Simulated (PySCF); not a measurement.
The numbers are results of PBE-D3(BJ)/def2-TZVP // B3LYP-D3(BJ)/def2-TZVP (PySCF 2.14.0), not measurements. Gas-phase values, no solvent. One relaxed conformer stands for a flexible species; it need not be the lowest. Excitations are Tamm–Dancoff values on a coarser integration grid. The basis has no diffuse functions, so Rydberg states are missing or too high.

Reference species (SMILES): `[Br][Ga]([Br])[Br]` (neutral, multiplicity 1).

The LUMO comes out as -3.24 eV. The T1 excitation (TDA) comes out as 4.03 eV and the HOMO–LUMO gap comes out as 4.17 eV. The S1 excitation (TDA) is 4.33 eV.

After one change: the LUMO goes up by 1.26 eV; the T1 excitation (TDA) goes up by 0.28 eV; the HOMO–LUMO gap rises by 0.29 eV; the S1 excitation (TDA) goes up by 0.22 eV.

Q: Which change was made? The new species is one of these.
A. `[SH][Ga]([SH])[SH]`
B. `[SH][Ga]([SH])[Br]` (H–S–Ga–Br torsion 180°, Br–Ga–S–H torsion 180°)
C. `[SH][Ga]([Br])[Br]` (H–S–Ga–Br torsion 180°)

A: A, `[SH][Ga]([SH])[SH]`
